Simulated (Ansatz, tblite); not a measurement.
Isomers of Cd₉O₈⁺ (doublet), found by a short tight-binding search and relaxed with PBE-D4/def2-SVP in Ansatz.

In the def2 sets Cd takes a core potential; there is no spin–orbit coupling. The xTB rows come from tblite. Correlated methods freeze 8 core orbitals; core or outer-core shells of Cd are correlated, in sets that lack core-valence functions. Single mean-field runs in def2-TZVP are fitted with def2-universal-jkfit.

Run but left out: HF/def2-SVP, MP2/def2-SVP (A: ⟨S²⟩ 1.26, where a pure state has 0.75); PBE0-D4/def2-SVP, PBE0-D4/def2-TZVP, LC-ωPBE/def2-TZVP (B: ⟨S²⟩ 1.19 to 1.34, where a pure state has 0.75).

A further structure is left out (at the level of its geometry, ⟨S²⟩ 1.80, where a pure state has 0.75); at PBE0-D4/def2-TZVP its energy lies 0.91 eV above the lowest shown.

A: It holds 4 O–O bonds. B: At r2SCAN-D4/def2-TZVP the charge 1 doublet is spin-contaminated (final ⟨S²⟩ up to 0.90, 0.75 for a pure state). It holds 4 O–O bonds. C: It holds 4 O–O bonds.

Other spin states weren't relaxed.

A:

| atom | x (Å) | y (Å) | z (Å) |
| --- | --- | --- | --- |
| Cd1 | 0.597 | 0.763 | -0.927 |
| Cd2 | -1.250 | 3.129 | 0.675 |
| Cd3 | -2.420 | 0.324 | 1.285 |
| Cd4 | 2.343 | -1.505 | -1.026 |
| Cd5 | 2.181 | -0.710 | 2.583 |
| Cd6 | -0.721 | -2.267 | -0.381 |
| Cd7 | 1.455 | 2.018 | 2.449 |
| Cd8 | 4.602 | -1.809 | 1.257 |
| Cd9 | -3.097 | -0.916 | -1.367 |
| O10 | 3.105 | 0.222 | 0.610 |
| O11 | 2.440 | 1.375 | 0.213 |
| O12 | 0.138 | -1.141 | 1.599 |
| O13 | -1.383 | 0.893 | -1.965 |
| O14 | -1.307 | 0.277 | -3.246 |
| O15 | -4.083 | -0.314 | 0.354 |
| O16 | -0.275 | 0.222 | 1.307 |
| O17 | -2.324 | -0.560 | -3.421 |

B:

```xyz
17

Cd   -0.5856   -2.2586    3.5413
Cd    2.8251    0.1094   -3.5847
Cd   -0.7534    1.3452    2.2662
Cd   -1.1667    2.3992    4.9661
Cd    2.0337   -0.7891   -1.0350
Cd    0.1352    2.6177   -0.0197
Cd    1.2317   -2.0390    1.3023
Cd   -3.7288   -0.4366    0.3718
Cd   -1.6088   -0.7490   -1.3836
O    -0.8481   -1.0028    0.7482
O     1.9157    1.0199    0.6948
O     0.3116    1.1298   -3.1406
O     0.1184   -1.3903   -2.7176
O     0.1367    0.8865   -1.8657
O     1.4521    0.5576    1.8477
O     0.2607   -0.7443   -3.8303
O    -1.7295   -0.6556    1.8389
```

C:

```xyz
17

Cd    1.1303   -3.9762    0.2767
Cd    0.7781   -1.7154   -1.5448
Cd    3.0678   -0.2406    1.3795
Cd    0.2524    1.5718   -2.3781
Cd   -2.3657   -1.6167    2.1478
Cd   -2.2147    1.9477   -0.5077
Cd   -1.7305   -0.9172   -2.3890
Cd    0.4287   -1.6610    2.2759
Cd    0.0728    1.9043    0.9784
O    -1.7110   -0.5945    0.0590
O     2.0475    0.1943   -2.0815
O    -0.3885    0.6088    2.9661
O    -1.7971    1.2721   -2.5941
O    -1.6876    0.5847    3.0452
O     2.6732    1.0358   -1.1300
O     1.7501    2.0523   -0.7721
O    -0.3058   -0.4501    0.2688
```

Task: Estimate which lies lowest at each level, and how far above it the others are (kJ/mol).

Result: 
```csv
level,A,B,C
GFN1-xTB,49.4,0.0,70.4
GFN2-xTB,109.8,110.0,0.0
PBE-D4/def2-SVP,77.3,72.9,0.0
PBE-D4/def2-TZVP,63.7,81.8,0.0
r2SCAN-D4/def2-TZVP,75.2,122.5,0.0
RPA@PBE/def2-SVP,84.3,109.3,0.0
```
Point groups (tolerance 0.1 Å): A not assigned, B not assigned, C not assigned. Lower isomers may exist.
